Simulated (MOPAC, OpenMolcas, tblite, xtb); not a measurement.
# How methods differ on CH2OSSi (SMILES O=C1[SiH2]S1)

CH2OSSi: 6 atoms, total charge 0, spin state singlet. SMILES: `O=C1[SiH2]S1`. Geometry: relaxed at GFN2-xTB.

Quantity: the dipole moment, in D. The values are calculated.

| level | kind | program | value (D) | CPU time |
| --- | --- | --- | --- | --- |
| PM6 | semi-empirical | MOPAC | 5.08 | under 2 s |
| GFN0-xTB | semi-empirical | xtb | 4.71 | under 2 s |
| GFN1-xTB | semi-empirical | xtb | 4.99 | under 2 s |
| IPEA1-xTB | semi-empirical | tblite | 4.47 | under 2 s |
| HF/STO-3G | Hartree–Fock | OpenMolcas | 3.20 | 1.4 s |
| HF/3-21G | Hartree–Fock | OpenMolcas | 4.64 | 1.7 s |
| HF/def2-SVP | Hartree–Fock | OpenMolcas | 4.34 | 4.2 s |
| SVWN5/STO-3G | LDA | OpenMolcas | 2.45 | 4.8 s |
| SSB-D (no dispersion term)/6-31++G** (RICD fitting, spherical functions) | GGA | OpenMolcas | 3.35 | 6.6 s |
| PBE/6-311+G** | GGA | OpenMolcas | 3.38 | 40 s |

The values span 2.45 to 5.08 D. Sets without polarisation functions give poor dipoles. CPU times are rough (shared hosts, several kinds of processor): they show what a rung costs within a factor of a few.
